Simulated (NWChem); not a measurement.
Species: CH$_{5}$FO$_{2}$Si; SMILES O[SiH](O)CF

```xyz
10

O      1.4980    -0.7043    -0.4674
Si     0.0371    -0.4295     0.2727
O     -1.0228    -1.6059    -0.2069
C     -0.7611     1.1788    -0.2941
F      0.0127     2.2377     0.1545
H      2.2878    -0.4170    -0.0016
H      0.2526    -0.3905     1.7513
H     -0.7159    -2.5165    -0.1753
H     -0.8304     1.2201    -1.3957
H     -1.7862     1.2854     0.1034
```
Atoms are numbered in this order, from 1.

Results from NWChem. Pople sets run with spherical d functions. Geometry: optimised at PBE0/def2-SVP. Level: M06-2X/6-31G* with SMD (1 M gas to 1 M solution), gas-phase geometry. Reactions with the solvent are ignored.

Question: Among these, which solvent gives the highest value of “cavity-dispersion-structure term (kcal/mol)”?
A) 1,4-dioxane
B) 2-propanol
C) water
D) 1-octanol

Answer: C, water. Values: 1,4-dioxane -0.6; 2-propanol 0.7; 1-octanol 1.5; water 3.6
